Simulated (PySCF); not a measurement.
C₈H₁₁N.
Atom-mapped SMILES: `[CH3:1][C@@H:2]1[CH2:3][C@H:4]2[CH2:5][C@@H:6]1[C@@H:7]2[C:8]#[N:9]`

Cartesian coordinates in Å at the GFN2-xTB level; atoms count from 1:
```xyz
20
C8H11N angstrom
C     -2.105    0.782    0.317
C     -1.120   -0.311   -0.072
C     -0.284   -0.879    1.103
C      1.122   -0.641    0.550
C      0.968   -1.071   -0.916
C      0.036    0.150   -0.971
C      0.999    0.815    0.042
C      2.192    1.350   -0.540
N      3.143    1.791   -0.999
H     -1.609    1.613    0.813
H     -2.608    1.166   -0.569
H     -2.859    0.384    0.993
H     -1.676   -1.108   -0.575
H     -0.458   -0.335    2.032
H     -0.476   -1.936    1.283
H      1.965   -0.954    1.160
H      0.525   -2.047   -1.107
H      1.878   -0.948   -1.500
H     -0.219    0.640   -1.907
H      0.581    1.550    0.734
```

NICS is the negative of the GIAO shielding at a point without a nucleus: at the ring centre (0) and 1 Å above and below it (1); zz is the component along the ring normal. Level: GIAO PBE0/pcSseg-1 (PySCF, non-relativistic, gas phase) on the GFN2-xTB geometry, one conformer.

Ring bond lengths (Å), with Mayer bond orders in brackets: C2–C3 1.551 (0.95), C3–C4 1.529 (1.03), C4–C5 1.536 (0.93), C5–C6 1.537 (0.94), C6–C2 1.535 (0.99); C4–C5 1.536 (0.93), C5–C6 1.537 (0.94), C6–C7 1.548 (0.88), C7–C4 1.547 (0.88).

Give the NICS values of each ring in ppm.

```json
{"ring": "C2–C3–C4–C5–C6", "type": "5-membered carbocycle; formal bonds all single", "NICS(0)": "-7.5", "NICS(1), two faces": "-20.8 / -3.8", "NICS(1)zz, two faces": "-20.7 / -4.6", "rms pucker (Å)": "0.32", "centre to ring atoms, mean (Å)": "1.24"}
{"ring": "C4–C5–C6–C7", "type": "4-membered carbocycle; formal bonds all single", "NICS(0)": "-11.2", "NICS(1), two faces": "-11.9 / -4.5", "NICS(1)zz, two faces": "-20.0 / -3.9", "rms pucker (Å)": "0.24", "centre to ring atoms, mean (Å)": "1.06"}
```

What do they say, and how far can they be read as aromaticity?

- C2–C3–C4–C5–C6: mean NICS(1)zz -12.6 ppm, shielded. C2, C3, C4, C5, C6 have four or more neighbours, so the value isn't read as a sign of a π ring current. The two faces differ by 16.1 ppm, so no symmetry operation interchanges them.
- C4–C5–C6–C7: mean NICS(1)zz -11.9 ppm, shielded. C4, C5, C6, C7 have four or more neighbours, so the value isn't read as a sign of a π ring current. The two faces differ by 16.1 ppm, so no symmetry operation interchanges them.

What field does 1 T along the ring normal induce along that normal at the first NICS(1) probe listed for ring C4–C5–C6–C7, 1 Å off the ring?

NICSzz × B0 = -20.0 ppm × 1 T = -20 μT, against the applied field.

How shielded are the nuclei of the rings and their hydrogens (means over atoms taken as equivalent)?

```
atoms                    environment  σ isotropic (ppm)  principal values of the symmetric part, first atom (ppm)
   C2                  sp3 CH carbon              149.8                                       139.2, 148.3, 161.9
   C3                ring CH2 carbon              149.3                                       137.8, 148.7, 161.4
   C4  sp3 carbon at a ring junction              139.8                                       121.3, 137.4, 160.5
   C5      four-membered-ring carbon              145.7                                       133.7, 144.7, 158.6
   C6  sp3 carbon at a ring junction              134.7                                       119.5, 129.3, 155.2
   C7   sp3 carbon next to a nitrile              153.6                                       143.2, 154.4, 163.2
  H13               methine hydrogen              29.57                                          24.7, 28.2, 35.7
  H14             methylene hydrogen              30.63                                          26.8, 28.5, 36.6
  H15             methylene hydrogen              29.77                                          25.9, 26.7, 36.7
  H16               methine hydrogen              29.15                                          24.3, 26.6, 36.5
  H17             methylene hydrogen              30.59                                          25.6, 28.0, 38.1
  H18             methylene hydrogen              29.10                                          24.5, 28.7, 34.1
  H19               methine hydrogen              29.39                                          24.9, 27.5, 35.7
  H20               methine hydrogen              29.67                                          22.6, 31.0, 35.4
```

The list is cut; further classes of hydrogen are left out.
